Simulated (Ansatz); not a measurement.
C3H8BNO can be A, `B/N=C\OCC`, or B, `BC(O)C(=C)N`.

Computed with Ansatz on PBE0-D4/def2-TZVP structures; ΔE is electronic, products minus reactants. CCSD(T)/CBS adds triple-zeta CCSD(T) − MP2 to the extrapolated MP2 energy (def2 sets, frozen cores). DFT in def2-TZVPP. B3LYP here is the variant with VWN-RPA as its local correlation; programs differ in this. One conformer a species, not always the lowest.

A:

```xyz
14

B     1.4073    1.5368   -2.6748
N     0.5238    1.1192   -1.7315
C    -0.2368    0.7076   -0.8485
O     0.1626   -0.1381    0.1150
C    -0.8419   -0.5184    1.0544
C    -0.2144   -1.4533    2.0521
H     1.5207    0.9094   -3.6905
H     2.0456    2.5332   -2.4799
H    -1.2895    1.0052   -0.7918
H    -1.2348    0.3767    1.5503
H    -1.6684   -1.0073    0.5260
H    -0.9574   -1.7655    2.7886
H     0.1755   -2.3428    1.5547
H     0.6077   -0.9628    2.5757
```

B:

```xyz
14

B    -0.9105   -1.0923   -1.1964
C     0.4103   -0.3742   -0.7553
O     0.7811    0.6474   -1.6767
C     0.1017    0.2001    0.6083
C     0.6681   -0.2427    1.7327
N    -0.9094    1.1475    0.5344
H    -1.2557   -2.0600   -0.5881
H    -1.5603   -0.6789   -2.1091
H     1.2154   -1.1120   -0.6352
H     1.5956    1.0492   -1.3584
H     1.3996   -1.0378    1.6999
H     0.3889    0.1466    2.7052
H    -1.0391    1.7164    1.3558
H    -0.8858    1.6905   -0.3168
```

(1) Which isomer does CCSD(T)/CBS put lower? Give the gap. (An estimate is asked.)

(2) Give E(B) − E(A) in kcal/mol with HF/def2-TZVPP, ωB97M-V, CCSD(T)/def2-TZVPP, B3LYP-D4, B2PLYP, PBE-D4, CCSD/def2-TZVPP. (Estimate.)

Largest T1 diagnostic: 0.014.

## Answers

(1) Ansatz gave: A, by 26.2 kcal/mol.

(2) Ansatz gave: HF/def2-TZVPP 29.7, ωB97M-V 27.6, CCSD(T)/def2-TZVPP 27.5, B3LYP-D4 30.7, B2PLYP 30.8, PBE-D4 30.9, CCSD/def2-TZVPP 27.3. None reverses the order clearly.

The D4 term adds −2.3 kcal/mol with B3LYP and −1.2 kcal/mol with PBE0; it sums over pairs of atoms, weighted by their polarisabilities, and B3LYP, whose exchange is more repulsive, gets the larger term. From PBE to PBE0 (25 % exact exchange), in def2-TZVPP and without D4, E(B) − E(A) moves by −2.4 kcal/mol.
